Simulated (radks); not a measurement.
Task: The bromine ion Br31+, 4 electrons, occupied as [He] 2s2. All-electron calculation, scalar-relativistic Kohn-Sham, exchange-only LDA, spin-polarised, spherical densities, point nucleus. Program: a radial shooting solver on a logarithmic mesh with Libxc functionals. Some entries of the table are withheld. Estimate them.

orbital,occ.,eigenvalue (hartree),r(max) (bohr)
1s,2,-577.1560,(1)
2s,2,(2),(3)
2p,0,(4),(5)
3s,0,(6),0.3891

Result: 
(1) 1s r(max) (bohr): 0.02790
(2) 2s eigenvalue (hartree): -134.9794
(3) 2s r(max) (bohr): 0.1517
(4) 2p eigenvalue (hartree): -130.6410
(5) 2p r(max) (bohr): 0.1190
(6) 3s eigenvalue (hartree): -57.64921
